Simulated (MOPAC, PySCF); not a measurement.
C$_{3}$H$_{8}$OS, SMILES `CC[S@](C)=O` (C–C–S–O torsion 44°), neutral singlet in the gas phase. 

Cartesian coordinates (Å):
SMILES: [S@](=O)(CC)C
```xyz
13

C      1.4289    -0.4786     0.3416
C      0.8084     0.4982    -0.6426
S     -0.9146     0.0759    -1.1183
C     -1.6963     0.3340     0.5021
O     -0.9442    -1.3930    -1.3735
H      1.0233    -0.3596     1.3461
H      2.5069    -0.3209     0.3976
H      1.2465    -1.5024     0.0142
H      1.3400     0.4837    -1.5956
H      0.7948     1.5294    -0.2826
H     -1.5818     1.3748     0.8060
H     -1.2606    -0.3425     1.2348
H     -2.7512     0.1009     0.3701
```
Charge 0, multiplicity 1.

All levels are single points at this geometry (B3LYP-D3(BJ)/def2-TZVP); Pople sets use spherical d functions. Orbital energies aren't observables, and empty levels follow the basis.

PM7 in MOPAC gives HOMO (eV) = -8.63.

Estimate the HOMO (eV) from each of these levels: B3LYP-D3(BJ)/def2-TZVP in PySCF; B3LYP/3-21G in PySCF; B3LYP/LANL2DZ in PySCF; M06-2X/6-31G* in PySCF; SVWN5/6-31G* in PySCF; HF/STO-3G in PySCF; PM3 in MOPAC; PM6 in MOPAC.


| level | HOMO (eV) |
|---|---|
| B3LYP-D3(BJ)/def2-TZVP in PySCF | -6.37 |
| B3LYP/3-21G in PySCF | -5.45 |
| B3LYP/LANL2DZ in PySCF | -5.91 |
| M06-2X/6-31G* in PySCF | -7.62 |
| SVWN5/6-31G* in PySCF | -4.93 |
| HF/STO-3G in PySCF | -5.41 |
| PM3 in MOPAC | -9.18 |
| PM6 in MOPAC | -8.43 |
